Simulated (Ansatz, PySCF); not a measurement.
In(I)3 cation (I3In), SMILES [I][In]([I])[I] (connectivity only; charge and spin as stated), charge +1, multiplicity 2. Atoms are numbered in the order given.

```xyz
4

In    -0.1960    -0.3473    -0.0003
I      2.3861     0.6100     0.0001
I     -1.4781    -2.6205     0.0001
I     -0.7120     2.3578     0.0001
```
Charge +1, spin multiplicity 2.

Coordinates come from a B3LYP-D3(BJ)/def2-SVP optimisation. The spin state was assumed, not searched. The isomer is the one that the SMILES or the coordinates give; other isomers of the formula were not compared. The def2 effective core potentials stand for the cores of I, In; spin–orbit coupling is left out.

Two levels are set side by side: PBE-D3(BJ)/def2-SVP (Ansatz, a first-principles code) and B3LYP-D3(BJ)/def2-SVP (Ansatz). Each level has its own optimised geometry; the coordinates shown are those of the second. Frequencies come from the Hessian of PySCF at each geometry. Differences are taken from unrounded values.

```csv
quantity,B3LYP-D3(BJ)
mean bond length (Å),2.706
bond In1–I2 (Å),2.754
bond In1–I3 (Å),2.610
bond In1–I4 (Å),2.754
highest harmonic wavenumber (cm⁻¹),261
mean harmonic wavenumber (cm⁻¹),114
zero-point energy (kcal/mol),0.98
```

What does PBE-D3(BJ) give, and how far is it from B3LYP-D3(BJ)? (An estimate is asked for; the answer gives what the named calculation found.)


| quantity | PBE-D3(BJ) | PBE-D3(BJ) minus B3LYP-D3(BJ) |
|---|---|---|
| mean bond length (Å) | 2.706 | 0.000 |
| bond In1–I2 (Å) | 2.754 | 0.000 |
| bond In1–I3 (Å) | 2.610 | 0.000 |
| bond In1–I4 (Å) | 2.754 | 0.000 |
| highest harmonic wavenumber (cm⁻¹) | 258 | -3 |
| mean harmonic wavenumber (cm⁻¹) | 114 | -1 |
| zero-point energy (kcal/mol) | 0.98 | -0.01 |

On these quantities the two levels nearly agree.
